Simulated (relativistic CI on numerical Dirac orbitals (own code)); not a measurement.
## Sm²³⁺: sensitivity of the levels to the model

Base calculation: Dirac-Coulomb-Breit CI, orbitals from a KLI potential per configuration, QED by a radiative potential, unscaled Slater integrals.

Configuration list (outside the closed core [Ar] 3d10): 4s²4p⁶4d³, 4s²4p⁵4d⁴, 4s²4p⁶4d²4f, 4s4p⁶4d⁴, 4s²4p⁵4d³4f, 4s4p⁶4d³4f, 4s²4p⁶4d²5s, 4s²4p⁶4d²5p, 4s²4p⁶4d4f5s, 4s²4p⁶4d²5d, 4s²4p⁵4d³5s, 4s²4p⁶4d5s5p, 4s²4p⁶4d²5f, 4s²4p⁵4d³5p, 4s²4p⁶4d²5g, 4s²4p⁶4d²6s, 4s²4p⁶4d²6p, 4s4p⁶4d³5s, 4s²4p⁶4d²6f, 4s²4p⁶4d²7s, 4s²4p⁶4d4f², 4s²4p⁶4f³, 4s²4p⁵4d4f³, 4s4p⁶4d4f³, 4s²4p⁶4f²5s, 4s²4p⁶4d5s², 4s²4p⁶4f5s², 4s²4p⁵4d4f5s², 4s4p⁶4d4f5s², 4s²4p⁶4d5p², 4s²4p⁶4f5p², 4s²4p⁵4d4f5p², 4s4p⁶4d4f5p², 4s²4p⁶5s5p². Double excitations out of closed p, d and f shells are left out; levels of such configurations are missing from the list, as are those of other unlisted configurations, and high levels can miss mixing partners. These lack a partner that the ground configuration has and come out too high: 4s²4p⁶4d²5p, 4s²4p⁶4d²5d, 4s²4p⁵4d³5s, 4s²4p⁶4d²5f, 4s²4p⁵4d³5p.

The lowest level and the first level of each name with at least 55 % of one term (blank where a level has no safe partner in the second run):

```
            Level  Base (cm⁻¹)  Shift (cm⁻¹)
  4s²4p⁶4d³ ⁴F3/2            0             0
  4s²4p⁶4d³ ⁴F5/2        34097           +64
  4s²4p⁶4d³ ⁴F7/2        53159          +621
  4s²4p⁶4d³ ⁴P1/2        63530         +2027
  4s²4p⁶4d³ ²G7/2        95223         +1112
  4s²4p⁶4d³ ⁴P5/2        96915         +2324
  4s²4p⁶4d³ ²P1/2       120167         +1113
 4s²4p⁶4d³ ²H11/2       124887         +1903
  4s²4p⁶4d³ ²D5/2       133450         +4110
  4s²4p⁶4d³ ²F5/2       141754         +3336
  4s²4p⁶4d³ ²F7/2       148158         +4068
 4s²4p⁵4d⁴ ⁶D°7/2       931501              
4s²4p⁵4d⁴ ⁴I°15/2      1031249
```

At this charge energies of transitions that change n are usually good to better than 1 %, and those within a shell (Δn = 0) to a few per cent. Terms inside the open d or f shell come out 10 to 20 % too wide with unscaled integrals.

One thing was changed in a second run, which moved the levels as shown. Which?
A. QED terms removed
B. Breit term removed
C. only the first configuration
D. P86 correlation estimate

C. Only the first configuration. With fewer configurations the levels that remain lose their mixing partners.

LS names give the leading component of a level, which can be under half, so a name can repeat, a term be missing and a line seem to break the LS rules.
